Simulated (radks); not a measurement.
Valence configurations of the manganese ion Mn+ (all share [Ar]). Calculated with a radial shooting solver on a logarithmic mesh with Libxc functionals: non-relativistic Kohn-Sham, SCAN, spin-unpolarised, spherical densities, point nucleus; meta-GGA in the generalised Kohn-Sham scheme. Energies are relative to 3d5 4s1; eigenvalues in eV.

| valence | E (eV) | e(3d) | e(4p) | e(4s) |
|---|---|---|---|---|
| 3d6 | -2.046 | -10.612 | - | - |
| 3d5 4s1 | 0.000 | -15.076 | - | -11.785 |
| 3d5 4s0.5 4p0.5 | 2.346 | -15.752 | -7.360 | -11.979 |
| 3d5 4p1 | 4.648 | -16.396 | -7.692 | - |
| 3d4 4s1 4p1 | 10.373 | -21.837 | -8.969 | -14.293 |
| 3d3.5 4s1.5 4p1 | 14.709 | -24.893 | -9.525 | -15.178 |
| 3d3 4s2 4p1 | 20.127 | -28.116 | -10.102 | -16.134 |
| 3d3 4s1 4p2 | 26.114 | -29.332 | -10.644 | -16.590 |

NIST lists [Ar] 3d5 4s1 as the ground configuration; this level of theory puts 3d6 lower, by 2.046 eV. The energies are those of spherical spin-averaged densities, not of single terms. No valid solution was reached for [Ar] 3d4 4s2; [Ar] 3d4.5 4s1.5.
